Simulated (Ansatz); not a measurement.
Cost and result for the atomization energy of `[F][In]([O][SiH3])[O][SiH3]` (12 atoms, 11 bonds).

```xyz
12

F     2.134   -1.928   -2.517
In    1.062   -0.958   -1.250
O     1.635   -0.931    0.616
Si    1.001   -0.327    2.001
O    -0.540   -0.052   -1.901
Si   -1.664    0.926   -1.220
H    -0.486   -0.433    1.995
H     1.362    1.107    2.166
H     1.539   -1.106    3.146
H    -1.051    1.787   -0.167
H    -2.748    0.125   -0.589
H    -2.244    1.791   -2.278
```

Total charge 0; spin multiplicity 1. Correlated methods include outer-core shells of In, which these sets cover unevenly. In: def2 effective core potential. The geometry is a stationary point of PBE0-D4/def2-TZVP. It is one conformer, not always the lowest. Program: Ansatz. All runs use 2 threads of an AMD EPYC 7R13 on a shared host and a share of an NVIDIA H100 80 GB. Times are those of one run each, without the atoms' runs, and a repeat can differ threefold. Electronic energies, without spin–orbit coupling; frozen cores. CCSD(T)/CBS adds CCSD(T) − MP2 in def2-TZVPP to the MP2 limit, and its time is that of the two runs behind it. T1 = 0.016. With those shells the extrapolation isn't a true limit. B3LYP takes the VWN-RPA correlation (the form of Gaussian; ORCA's B3LYP/G).

CCSD(T)/CBS is a level of theory with its own doubt, some kJ/mol a heavy atom from the limit and from the frozen cores, so smaller differences don't rank the functionals.

```json
{"level": "ωB97M-V/def2-TZVPP (with forces)", "functions": "311", "atomization (kJ/mol)": "3894.7", "difference from CCSD(T)/CBS": "-43.1", "per bond": "-3.9"}
{"level": "MP2/def2-QZVPP", "functions": "573", "atomization (kJ/mol)": "3959.0", "difference from CCSD(T)/CBS": "21.2", "per bond": "1.9"}
{"level": "CCSD(T)/def2-TZVPP", "functions": "311", "atomization (kJ/mol)": "3803.7", "difference from CCSD(T)/CBS": "-134.1", "per bond": "-12.2"}
{"level": "ωB97X-V/def2-TZVPP", "functions": "311", "atomization (kJ/mol)": "3926.2", "difference from CCSD(T)/CBS": "-11.6", "per bond": "-1.1"}
{"level": "PBE0-D4/def2-TZVPP", "functions": "311", "atomization (kJ/mol)": "3800.1", "difference from CCSD(T)/CBS": "-137.7", "per bond": "-12.5"}
{"level": "B3LYP-D4/def2-TZVPP (with forces)", "functions": "311", "atomization (kJ/mol)": "3851.7", "difference from CCSD(T)/CBS": "-86.1", "per bond": "-7.8"}
{"level": "r2SCAN-D4/def2-TZVPP (with forces)", "functions": "311", "atomization (kJ/mol)": "3887.5", "difference from CCSD(T)/CBS": "-50.3", "per bond": "-4.6"}
{"level": "CCSD(T)/CBS(def2)", "functions": "–", "atomization (kJ/mol)": "3937.8", "difference from CCSD(T)/CBS": "0.0", "per bond": "0.0"}
{"level": "B2PLYP/def2-TZVPP", "functions": "311", "atomization (kJ/mol)": "3834.4", "difference from CCSD(T)/CBS": "-103.4", "per bond": "-9.4"}
{"level": "PBE-D4/def2-TZVPP (with forces)", "functions": "311", "atomization (kJ/mol)": "3872.3", "difference from CCSD(T)/CBS": "-65.5", "per bond": "-6.0"}
```

Q: Order the runs by time, with rough figures. (Estimate.)

A: The calculation gave: PBE-D4/def2-TZVPP (with forces) 3 s; B3LYP-D4/def2-TZVPP (with forces) 3.1 s; r2SCAN-D4/def2-TZVPP (with forces) 3.2 s; PBE0-D4/def2-TZVPP 3.3 s; MP2/def2-QZVPP 4.2 s; B2PLYP/def2-TZVPP 4.8 s; ωB97M-V/def2-TZVPP (with forces) 5.5 s; ωB97X-V/def2-TZVPP 6 s; CCSD(T)/def2-TZVPP 8 s; CCSD(T)/CBS(def2) 12 s.

In def2-TZVPP, CCSD(T) changes the Hartree–Fock value by +1009.2 kJ/mol (the triples alone add +60.2 kJ/mol) and MP2 by +1081.5 kJ/mol; breaking electron pairs costs correlation energy, which Hartree–Fock lacks. From PBE to PBE0 (25 % exact exchange), in def2-TZVPP and without D4, the atomization energy moves by −68.4 kJ/mol: exact exchange takes away binding that semilocal exchange gives to molecules. The D4 term adds +46.0 kJ/mol with B3LYP and +24.8 kJ/mol with PBE0; it sums over pairs of atoms, weighted by their polarisabilities, and B3LYP, whose exchange is more repulsive, gets the larger term.

Spin–orbit coupling would lower the free In atoms strongly, and the atomization energy with them, by more than many differences here.
